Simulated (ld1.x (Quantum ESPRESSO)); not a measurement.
# Before and after: TM potential for gold

Au, norm-conserving Troullier–Martins (Kleinman–Bylander form), made with ld1.x (Quantum ESPRESSO) 7.5 (LDA (PZ), scalar-relativistic). Core [Xe] 4f14, reference 5d8 6s0 6p0 (charge +3). Waves: 6s (bound, empty): rc 1.65 bohr; 6p (bound, empty): rc 2.05 bohr; 5d (bound): rc 1.50 bohr. Local part: the d channel. Core correction: a·sin(br)/r model core, default radius (core density twice the valence density).

All-electron outer shells of the reference configuration (LDA (PZ), scalar-relativistic, ld1.x):

```json
{"shell": "5p", "level (eV)": "-95.98", "outermost node (bohr)": "0.52", "outermost maximum (bohr)": "0.94"}
{"shell": "5d", "level (eV)": "-40.92", "outermost node (bohr)": "0.56", "outermost maximum (bohr)": "1.18"}
{"shell": "6s", "level (eV)": "-33.69", "outermost node (bohr)": "1.09", "outermost maximum (bohr)": "2.05"}
{"shell": "6p", "level (eV)": "-23.84", "outermost node (bohr)": "1.27", "outermost maximum (bohr)": "2.47"}
```

Change: core correction a·sin(br)/r model core inside 1.60 bohr.

Cutoffs: the cutoffs (Ry, on a coarse ladder) from which the occupation-weighted sum of valence levels, in a spherical-Bessel basis at the reference potential, stays within 10 and 1 mRy of its value at 400 Ry; they do not see the model core or the augmentation charge, which bear on the density cutoff. Errors are all-electron minus pseudo energies relative to the spin-unpolarised reference configuration.

Q: How do hardness, ghosts and transferability respond?

A: The potential gets neither clearly harder nor softer (45 Ry and 80 Ry → 45 Ry and 80 Ry); both files keep a bound ghost (p, s); of the 9 tests that both files solve, the error grows in 1 and shrinks in 0 by more than 15 % and 0.3 meV (median size 152.7 → 151.3 meV). The default core radius of the base comes out at 1.04 bohr. A wider model core is smoother and lowers the density cutoff, which this test does not measure.

```tsv
quantity	base	changed
cutoff, loose	45 Ry	45 Ry
cutoff, tight	80 Ry	80 Ry
bound ghosts	s, p	s, p
error for 5d10 6s1 6p0, meV [ΔE -65.44 eV]	-163	-151
error for 5d10 6s0 6p0, meV [ΔE -55.67 eV]	-153	-135
error for 5d9 6s0 6p0, meV [ΔE -34.17 eV]	-49	-42
error for 5d10 6s0 6p1, meV [ΔE -60.04 eV]	-3564	-3546
error for 5d9 6s2 6p0, meV [ΔE -63.84 eV]	-86	-78
error for 5d9 6s1 6p0, meV [ΔE -53.07 eV]	-62	-57
error for 5d9 6s1 6p1, meV [ΔE -57.92 eV]	-3887	-3882
error for 5d8 6s0 6p0 (spin-polarised), meV [ΔE -0.61 eV]	+19	+191
error for 5d10 6s1 6p0 (spin-polarised), meV [ΔE -65.58 eV]	-165	-152
s: phases at 2.25 bohr within 0.05 rad from the reference energy up to (Ry; the scan ends near 5)	4.0	4.0
p: phases at 2.25 bohr within 0.05 rad from the reference energy up to (Ry; the scan ends near 5)	-1.2	-1.2
d: phases at 2.25 bohr within 0.05 rad from the reference energy up to (Ry; the scan ends near 5)	1.3	1.3
```

Base: These tests converged, but a pseudo level misses the all-electron one widely, so the file describes the atom poorly there or has found another state: 5d10 6s0 6p1: 5d by 4.6 eV; 5d9 6s1 6p1: 5d by 5.1 eV. Changed file: These tests converged, but a pseudo level misses the all-electron one widely, so the file describes the atom poorly there or has found another state: 5d10 6s0 6p1: 5d by 4.7 eV; 5d9 6s1 6p1: 5d by 5.1 eV. A true bound ghost makes a file unfit for plane-wave use even where its test errors are small: the radial tests pick states by their node count and pass the ghost by.
